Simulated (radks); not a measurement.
Results of a calculation; reference values are marked as such.
Initial-state core-level shifts of the hafnium ion Hf3+ when its valence configuration changes from [Xe] 4f14 5d1. Code: a radial shooting solver on a logarithmic mesh with Libxc functionals. Model: Dirac Kohn-Sham, PBE, spin-unpolarised, spherical densities, point nucleus; open shells fill j = l - 1/2 first. Shifts are changes of the shell-averaged eigenvalues in eV (positive: less bound).

4f13 5d1 6s1: 2p -12.806; 3p -13.967; 4s -13.360; 5p -6.719
4f13 5d2: 2p -9.136; 3p -10.387; 4s -9.796; 5p -3.568
4f14 6s1: 2p -3.479; 3p -3.386; 4s -3.384; 5p -3.058
4f13 5d0.5 6s1 6p0.5: 2p -15.256; 3p -16.365; 4s -15.749; 5p -8.835
4f12 5d1 6s2: 2p -26.885; 3p -29.371; 4s -27.855; 5p -13.636
4f14 5d0.5 6p0.5: 2p -2.264; 3p -2.220; 4s -2.223; 5p -2.044
4f13.5 5d1 6p0.5: 2p -6.780; 3p -7.340; 4s -7.074; 5p -3.851
4f14 6p1: 2p -4.581; 3p -4.487; 4s -4.490; 5p -4.105
4f13 5d1 6p1: 2p -13.884; 3p -15.049; 4s -14.446; 5p -7.743
